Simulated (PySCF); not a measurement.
C6H10O.
Z-matrix (Å and degrees, GFN2-xTB geometry), rows numbered from 1:
```
C 
C   1  1.5256
C   2  1.5288  1  110.04
C   3  1.5164  2  111.79  1    48.56
O   4  1.4036  3  117.50  2   -84.10
C   5  1.3991  4   63.09  3   111.52
C   6  1.5116  4  121.11  5   106.46
H   1  1.0912  2  110.50  3   170.70
H   1  1.0914  2  109.30  3    51.63
H   2  1.0928  1  109.30  3   120.45
H   2  1.0913  1  110.42  3  -120.83
H   3  1.0924  2  109.40  1   -71.10
H   3  1.0909  2  110.25  1   170.23
H   4  1.0884  3  115.52  2   137.33
H   6  1.0897  4  118.12  5  -102.56
H   7  1.0922  1  110.27  2   172.69
H   7  1.0930  1  110.00  2   -68.16
```

Method: TDDFT CAM-B3LYP/def2-SVPD, vertical, gas phase, core orbitals frozen in the response in PySCF 2.14.0, density-fitted response routines.

Frontier orbitals with the atoms that hold most of them (Löwdin shares over 4%, at most four atoms; ? is withheld):

```json
{"orbital": "LUMO+2", "ε (eV)": "2.01", "atoms": "C1 14%, H14 12%, H8 12%, O5 9%"}
{"orbital": "LUMO+1", "ε (eV)": "1.96", "atoms": "C3 11%, C7 11%, H17 10%, H12 8%"}
{"orbital": "LUMO", "ε (eV)": "1.39", "atoms": "?"}
{"orbital": "HOMO", "ε (eV)": "-9.14", "atoms": "O5 62%, C4 8%, C6 8%, C3 5%"}
{"orbital": "HOMO-1", "ε (eV)": "-9.49", "atoms": "?"}
{"orbital": "HOMO-2", "ε (eV)": "-10.36", "atoms": "C1 14%, C2 14%, C3 12%, C7 12%"}
{"orbital": "HOMO-3", "ε (eV)": "-10.74", "atoms": "C1 19%, C2 17%, H9 11%, C7 10%"}
```

**Question.** Give the leading atoms of the LUMO.

**Answer.** C2 (bonded to 2 C and 2 H) 10%; C7 (bonded to 2 C and 2 H) 8%; C3 (bonded to 2 C and 2 H) 8%; H10 (bonded to C) 7%. By element: carbon 26% or more, hydrogen 7% or more.

**Question.** Which atoms hold the HOMO-1, and with what shares?

**Answer.** C4 (bonded to 2 C, O and H) 21%; C6 (bonded to 2 C, O and H) 21%; O5 (bonded to 2 C) 19%; C7 (bonded to 2 C and 2 H) 8%. By element: carbon 50% or more, oxygen 19%.

**Question.** How does S1 compare with the orbital gap of 10.53 eV?

**Answer.** S1 is at 7.68 eV (f = 0.025), 2.85 eV below the gap, made of HOMO→LUMO (70%), HOMO→LUMO+3 (10%). 

**Question.** Give energy, strength and leading configuration of S1 and S2, and follow the Löwdin shares of the leading atoms from the occupied to the empty orbital.

**Answer.** 
- S1 (7.68 eV, f 0.025), HOMO→LUMO (70%): O5 62% → at most 8%, C4 8% → at most 8%, C2 at most 5% → 10%, C7 at most 5% → 8%
- S2 (8.03 eV, f 0.0005), HOMO-1→LUMO (85%): C4 21% → at most 8%, C6 21% → at most 8%, C2 at most 9% → 10%, C7 8% → 8%

One conformer stands for the species.
